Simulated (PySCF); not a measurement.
Gas-phase equilibrium of 1 mol H₂S, 25 mol SO₂ at 1800 K and 0.00133 bar, among 21 species (S₂O, SO₂, O₂, O, S₂, S₆, HO₂, H₂S₂, H₂O, H, H₂O₂, H₂S, O₃, SO, SH, H₂, S₈, S, SO₃, H₂SO₄, OH). Only gases are allowed; each row takes one source of thermochemistry for all species, and Cantera finds the minimum.

Method: PySCF energies (xtb for GFN2) plus ideal-gas RRHO corrections (1 bar). † marks an energy on the PBE0/def2-TZVP geometry and frequencies; other levels use their own. MP2 freezes the core. Open shells (unrestricted) among the columns below: O₂ (multiplicity 3), O (multiplicity 3, electronic degeneracy 9), S₂ (multiplicity 3), H (multiplicity 2), SO (multiplicity 3), S (multiplicity 3, electronic degeneracy 9); the rest are closed-shell singlets. GFN2 has no spin-polarisation term. Spin-orbit splitting is ignored; it lowers the true energy and changes the entropy of O, S. B3LYP is the form with VWN-RPA correlation. MP2 isn't extrapolated to the basis-set limit. The harmonic model lacks anharmonicity and excited electronic states, which grow with temperature; levels with a mode under 35 cm⁻¹ are left out.

Molecules larger than those listed are left out.

Mole fractions:

```json
[
 {"thermochemistry": "B3LYP/def2-TZVP†", "x SO₂": "0.83", "x O": "0.00022", "x S": "0.00043", "x SO": "0.12", "x O₂": "0.0086", "x H₂O": "0.032", "x S₂": "0.00044", "x H₂": "0.0039", "x H": "0.00060"},
 {"thermochemistry": "GFN2-xTB", "x SO₂": "0.94", "x O": "<1e-12", "x S": "0.00052", "x SO": "0.0020", "x O₂": "8.4e-12", "x H₂O": "0.017", "x S₂": "0.021", "x H₂": "0.020", "x H": "0.00019"},
 {"thermochemistry": "HF/def2-TZVP†", "x SO₂": "2.5e-8", "x O": "0.64", "x S": "0.33", "x SO": "0.00064", "x O₂": "9.6e-7", "x H₂O": "8.1e-5", "x S₂": "0.00013", "x H₂": "0.0022", "x H": "0.018"},
 {"thermochemistry": "M06-2X/def2-TZVP†", "x SO₂": "0.86", "x O": "0.00013", "x S": "0.00079", "x SO": "0.10", "x O₂": "0.0020", "x H₂O": "0.033", "x S₂": "0.0023", "x H₂": "0.0032", "x H": "0.00071"},
 {"thermochemistry": "MP2/def2-SVP†", "x SO₂": "0.49", "x O": "0.0015", "x S": "0.013", "x SO": "0.32", "x O₂": "0.13", "x H₂O": "0.030", "x S₂": "0.0045", "x H₂": "0.00071", "x H": "0.0013"},
 {"thermochemistry": "ωB97M-V/def2-TZVP†", "x SO₂": "0.87", "x O": "5.1e-5", "x S": "0.0010", "x SO": "0.084", "x O₂": "0.00041", "x H₂O": "0.029", "x S₂": "0.0046", "x H₂": "0.0068", "x H": "0.0010"}
]
```
The most sensitive of these is O: it spans a factor of 10^11.8 over these rows; at this temperature one factor of ten is RT ln 10 = 34 kJ/mol.
